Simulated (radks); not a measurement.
Question: Species: Eu I. Configuration: [Xe] 4f7 6s2. Calculated with a radial shooting solver on a logarithmic mesh with Libxc functionals: scalar-relativistic Kohn-Sham, LDA (Slater exchange, Perdew-Wang correlation), spin-polarised, spherical densities, finite nucleus; open shells are filled with parallel spins first (spin-orbit coupling, left out, can overturn this in heavy ions); Fermi nuclear charge, rms radius 5.1115 fm; hard spherical wall at 1.5 bohr. Some entries of the table are withheld. Estimate them.

orbital,occ.,eigenvalue (eV),<1/r> (bohr^-1),r(max) (bohr)
1s down,1,-48111.51,70.15,0.01422
1s up,1,-48111.49,70.15,0.01422
2s up,1,-7744.010,16.25,0.08065
2s down,1,-7743.930,16.25,0.08065
2p up,3,-6881.415,15.22,0.06517
2p down,3,-6881.364,15.22,0.06517
3s up,1,-1568.054,5.933,0.2295
3s down,1,-1565.520,5.939,0.2294
3p up,3,-1299.802,5.585,0.2252
3p down,3,-1297.286,5.591,0.2250
3d up,5,-938.6642,5.301,0.1843
3d down,5,-936.6898,5.307,0.1842
4s up,1,-200.0501,2.419,0.5366
4s down,1,-193.8719,2.419,0.5363
4p up,3,-114.9243,2.209,0.5639
4p down,3,-108.8291,2.207,0.5636
4d up,5,5.0015,1.937,0.5981
4d down,5,10.9128,1.932,0.5979
5s up,1,130.5262,1.526,1.054
5s down,1,134.6136,1.522,1.056
4f up,7,141.1570,1.595,0.6538
4f down,0,146.8947,1.590,0.6577
5p up,3,175.8874,1.553,1.082
5p down,3,179.8751,1.551,1.084
5d up,0,246.2357,1.612,1.113
5d down,0,250.2055,1.612,1.115
6s up,1,519.7383,1.833,(1)
6s down,1,523.8560,1.833,(2)
6p up,0,570.0619,1.842,1.259
6p down,0,574.1929,1.842,1.260
7s up,0,1073.308,2.038,1.325
7s down,0,1077.444,2.038,1.325

Answer: 
(1) 6s up r(max) (bohr): 1.251
(2) 6s down r(max) (bohr): 1.252
